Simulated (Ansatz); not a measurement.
Z-matrix (Å, degrees):
```
C
H 1 1.0957
C 1 1.4127 2 126.00
H 3 1.0957 1 126.00 2 0.01
C 3 1.4127 4 126.00 1 -179.99
H 5 1.0957 3 126.00 4 -0.01
C 5 1.4127 6 126.00 3 179.99
H 7 1.0957 5 126.00 6 0.01
C 7 1.4127 8 126.00 5 -179.99
H 9 1.0957 7 126.00 8 -0.01
```
Charge -1, spin multiplicity 1.

These are Ansatz (a program for electronic structure) with frozen-core CCSD(T)/cc-pVTZ // PBE0-D3(BJ)/def2-SVP values and carry that method's errors.

```json
{
 "HF energy": "-192.25871 Ha",
 "MP2 correlation energy": "-0.82944 Ha"
}
```

Q: Estimate the CCSD correlation energy, the (T) correction, the total energy and the T1 diagnostic.

A: 
```json
{
 "CCSD correlation energy": "-0.84473 Ha",
 "(T) correction": "-0.04522 Ha",
 "CCSD(T) total energy": "-193.14867 Ha",
 "T1 diagnostic": "0.010"
}
```
